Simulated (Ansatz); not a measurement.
Consider the redistribution: `B[CH2][SnH2][F]` + `O=C=NBCl` → `O=C=[N][SnH2][F]` + `BCBCl`.

Calculated with Ansatz (gas phase, PBE0-D4/def2-TZVP geometries, no zero-point term in ΔE). CCSD(T)/CBS adds triple-zeta CCSD(T) − MP2 to the extrapolated MP2 energy (def2 sets, frozen cores). Functionals use def2-TZVPP. B3LYP here is the variant with VWN-RPA as its local correlation; programs differ in this. Elements past krypton have def2 core potentials. For Sn outer-core shells are correlated without core-valence functions, which leaves a few kJ/mol of doubt a bond. One conformer a species, not always the lowest.

`B[CH2][SnH2][F]`:

Cartesian coordinates in Å:
```
B 1.482 0.396 -0.342
C 0.282 -0.314 -0.943
Sn -1.124 0.045 0.680
F -1.248 -1.684 1.516
H 2.201 -0.174 0.428
H 1.661 1.564 -0.547
H -0.204 0.119 -1.818
H 0.279 -1.405 -0.968
H -0.647 1.097 1.929
H -2.681 0.355 0.065
```

`O=C=NBCl`:

Cartesian coordinates in Å:
```
O -0.715 -2.395 -0.814
C -0.246 -1.418 -0.404
N 0.315 -0.455 0.044
B 0.351 0.916 0.345
Cl -1.009 1.952 -0.033
H 1.304 1.401 0.862
```

`O=C=[N][SnH2][F]`:

Cartesian coordinates in Å:
```
O 2.823 -1.054 -0.082
C 1.837 -0.516 0.227
N 0.854 0.061 0.612
Sn -1.012 0.434 -0.010
F -1.522 -1.137 -0.978
H -1.994 0.512 1.364
H -0.986 1.701 -1.133
```

`BCBCl`:

Cartesian coordinates in Å:
```
B -0.078 0.138 1.319
C -0.016 0.622 -0.156
B 0.015 -0.626 -1.073
Cl 1.444 -1.034 -1.997
H -0.997 -0.534 1.688
H 0.788 0.411 2.098
H -1.018 1.047 -0.341
H 0.771 1.346 -0.365
H -0.910 -1.372 -1.173
```

```json
{"level": "PBE-D4", "ΔE (kcal/mol)": "14.5"}
{"level": "B3LYP-D4", "ΔE (kcal/mol)": "13.5"}
{"level": "ωB97X-V", "ΔE (kcal/mol)": "10.6"}
{"level": "B3LYP", "ΔE (kcal/mol)": "13.2"}
{"level": "SCS-MP2/def2-TZVPP", "ΔE (kcal/mol)": "11.5"}
{"level": "HF/def2-QZVPP", "ΔE (kcal/mol)": "7.8"}
{"level": "SCS-MP2/def2-QZVPP", "ΔE (kcal/mol)": "11.5"}
{"level": "CCSD/CBS(def2)", "ΔE (kcal/mol)": "11.4"}
```

Problem. What does CCSD(T)/CBS give? (Best estimate.)

Solution. The calculation gave: +12.1 kcal/mol. The listed levels differ from it by 2.4, 1.4, -1.5, 1.1, -0.6, -4.3, -0.6, -0.7 kcal/mol.

Largest T1 diagnostic among the species: 0.016.

In def2-TZVPP, CCSD(T) changes the Hartree–Fock value by +3.9 kcal/mol (the triples alone add +0.7 kcal/mol) and MP2 by +4.7 kcal/mol. From PBE to PBE0 (25 % exact exchange), in def2-TZVPP and without D4, ΔE moves by −1.3 kcal/mol.
